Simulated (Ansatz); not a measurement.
C3H7FOSi (`C=C[Si](C)(O)F`) at its PBE0-D4/def2-TZVP geometry, where that method's forces vanish. The species carries charge 0 and has multiplicity 1.

```xyz
13

C    -1.4662   -1.1201    1.1680
C    -0.5386   -1.2096    0.2177
Si    0.1197    0.2664   -0.6899
C     1.7996    0.8105   -0.1542
O    -0.8835    1.5500   -0.5238
F     0.1930   -0.1599   -2.2352
H    -1.8378   -1.9897    1.7030
H    -1.8946   -0.1638    1.4564
H    -0.1440   -2.1967   -0.0209
H     2.1439    1.6485   -0.7646
H     2.5207   -0.0043   -0.2519
H     1.7839    1.1287    0.8904
H    -1.7961    1.4401   -0.7951
```

(1) What forces (eV/Å) does r2SCAN-D4/def2-TZVPP give on these atoms in Ansatz? (Estimate.)

Results:

(1) The calculation gave: 
```
C1  -0.138 -0.016  0.147
C2   0.146  0.029 -0.147
Si3  0.018 -0.044  0.034
C4  -0.029 -0.010  0.002
O5   0.004  0.059  0.019
F6   0.016 -0.017 -0.059
H7  -0.005  0.009  0.003
H8   0.001 -0.003 -0.004
H9  -0.002 -0.017  0.006
H10  0.004 -0.013  0.015
H11 -0.005  0.027  0.006
H12  0.021  0.000 -0.022
H13 -0.029 -0.004  0.000
```
